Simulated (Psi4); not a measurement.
F5Ta, charge -1, doublet, geometry from GFN2-xTB (such geometries of metal compounds can be far from the true shape) (the multiplicity is a formal guess) (core potentials on Ta) (a gas-phase anion, which may not be bound at this level); BLYP/def2-SVP (Psi4).

Psi4 was given this input:
```
memory 2 GB

molecule mol {
-1 2
Ta    0.109025    0.109659   -0.044668
F     1.391611   -0.549332    1.127382
F    -1.045484    0.897469   -1.269192
F    -0.442568    1.323911    1.249291
F     0.788695   -0.975774   -1.391101
F    -1.576569   -1.585728    0.645929
symmetry c1
no_reorient
no_com
}

set {
  basis def2-svp
  reference uks
}

energy('blyp')
print_variables()
```

Q: Predict the main parts of the log of this Psi4 run.

A: 
```
   => Loading Basis Set <=

    Name: DEF2-SVP
    Role: ORBITAL
    Keyword: BASIS

    !!!  WARNING: ECP capability is in beta. Please check occupations closely.  !!!

         ---------------------------------------------------------
                                   SCF
               by Justin Turney, Rob Parrish, Andy Simmonett
                          and Daniel G. A. Smith
                              UKS Reference
         ---------------------------------------------------------

  ==> Geometry <==

    Molecular point group: c1
    Full point group: C1

    Geometry (in Angstrom), charge = -1, multiplicity = 2:

       Center              X                  Y                   Z               Mass
    ------------   -----------------  -----------------  -----------------  -----------------
         TA           0.109025000000     0.109659000000    -0.044668000000   180.947995800000
         F            1.391611000000    -0.549332000000     1.127382000000    18.998403162730
         F           -1.045484000000     0.897469000000    -1.269192000000    18.998403162730
         F           -0.442568000000     1.323911000000     1.249291000000    18.998403162730
         F            0.788695000000    -0.975774000000    -1.391101000000    18.998403162730
         F           -1.576569000000    -1.585728000000     0.645929000000    18.998403162730

  Running in c1 symmetry.

  Rotational constants: A =      0.06925  B =      0.06925  C =      0.06441 [cm^-1]
  Rotational constants: A =   2076.05614  B =   2076.05556  C =   1930.94404 [MHz]
  Nuclear repulsion =  300.486111977381597

  Charge       = -1
  Multiplicity = 2
  Electrons    = 59
  Nalpha       = 30
  Nbeta        = 29

  ==> Algorithm <==

  SCF Algorithm Type is DF.
  DIIS enabled.
  MOM disabled.
  Fractional occupation disabled.
  Guess Type is SAD.
  Energy threshold   = 1.00e-06
  Density threshold  = 1.00e-06
  Integral threshold = 1.00e-12

  ==> Primary Basis <==

  Basis Set: DEF2-SVP
    Blend: DEF2-SVP
    Number of shells: 42
    Number of basis functions: 102
    Number of Cartesian functions: 112
    Spherical Harmonics?: true
    Max angular momentum: 3

  Core potential: DEF2-SVP
    Number of shells: 4
    Number of ECP primitives: 10
    Number of ECP core electrons: 60
    Max angular momentum: 3

  ==> DFT Potential <==

   => LibXC <=

    Version 7.1.2
[...]
      Ntotal   =   58.9999979167 ; deviation = -2.083e-06

   @Spin Contamination Metric:   1.093130530E-03
   @S^2 Expected:                7.500000000E-01
   @S^2 Observed:                7.510931305E-01
   @S   Expected:                5.000000000E-01
   @S   Observed:                5.000000000E-01

    Orbital Energies [Eh]
    ---------------------

    Alpha Occupied:

[...]
    Alpha Virtual:

[...]
    Beta Occupied:

[...]
    Beta Virtual:

[...]
     102A    641.267013

    Final Occupation by Irrep:
              A
    DOCC [    29 ]
    SOCC [     1 ]
    NA   [    30 ]
    NB   [    29 ]

  @DF-UKS Final Energy:  -556.12184673684601

   => Energetics <=

    Nuclear Repulsion Energy =            300.4861119773815972
    One-Electron Energy =               -1403.6239314975809975
    Two-Electron Energy =                 606.3092221131603310
    DFT Exchange-Correlation Energy =     -59.2932493298069332
    Empirical Dispersion Energy =           0.0000000000000000
    VV10 Nonlocal Energy =                  0.0000000000000000
    Total Energy =                       -556.1218467368460097

  UHF NO Occupations:
  HONO-2 :   28  A 1.9999019
  HONO-1 :   29  A 1.9997501
  HONO-0 :   30  A 1.0000000
  LUNO+0 :   31  A 0.0002499
  LUNO+1 :   32  A 0.0000981
  LUNO+2 :   33  A 0.0000981
  LUNO+3 :   34  A 0.0000321

Computation Completed

Properties will be evaluated at   0.000000,   0.000000,   0.000000 [a0]

Properties computed using the SCF density matrix

 Multipole Moments:

 ------------------------------------------------------------------------------------
     Multipole            Electronic (a.u.)      Nuclear  (a.u.)        Total (a.u.)
 ------------------------------------------------------------------------------------

 L = 1.  Multiply by 2.5417464519 to convert [e a0] to [Debye]
 Dipole X            :         13.1252654          -12.3616623            0.7636030
 Dipole Y            :         13.2015356          -12.4334889            0.7680466
 Dipole Z            :         -5.3775032            5.0646493           -0.3128539
 Magnitude           :                                                    1.1273255

 ------------------------------------------------------------------------------------

  Variable Map:
  ----------------------------------------------------------------------------
[...]
  Array Variable Map:
  ----------------------------------------------------------------------------
[...]
[...]
```
